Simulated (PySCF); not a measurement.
Input for PySCF:
```python
from pyscf import gto, scf, dft

mol = gto.M(
    atom='''
O     0.00304205    0.09881265    0.01236920
H    -0.88496403   -0.36772186   -0.05473967
H     0.86062761   -0.42277933   -0.04421396
''',
    basis='def2-svp',
    charge=1,
    spin=1,
    verbose=4,
    symmetry=True,
)

mf = dft.UKS(mol)
mf.xc = 'blyp'
mf.kernel()
mf.analyze()
```

### Question
What does this run give for the <S^2>, nuclear repulsion energy?

### Answer

```json
{
 "<S^2>": "0.752",
 "nuclear_repulsion_energy": "8.7248 Eh"
}
```

These values belong to the state on which the SCF converged, which isn't shown to be the lowest.
